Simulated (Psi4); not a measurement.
BNH2Br2 (SMILES NB(Br)Br): methods side by side

BNH2Br2: 6 atoms, total charge 0, spin state singlet. As SMILES, `NB(Br)Br`. Geometry: optimised at PBE0/def2-TZVP.

Each level gives the dipole moment (D). The values are calculated.

```tsv
level	kind	program	value (D)
PBE-D4/def2-TZVPP (density fitting)	GGA	Psi4	2.79
B3LYP-D4/def2-TZVPP (density fitting)	global hybrid	Psi4	2.80
PBE0-D4/def2-TZVPP (density fitting)	global hybrid	Psi4	2.83
wB97M-V/def2-TZVPP (density fitting)	range-separated hybrid	Psi4	2.84
```

All-electron rows without a relativistic Hamiltonian named are non-relativistic. The values span 2.79 to 2.84 D. Magnitudes only.
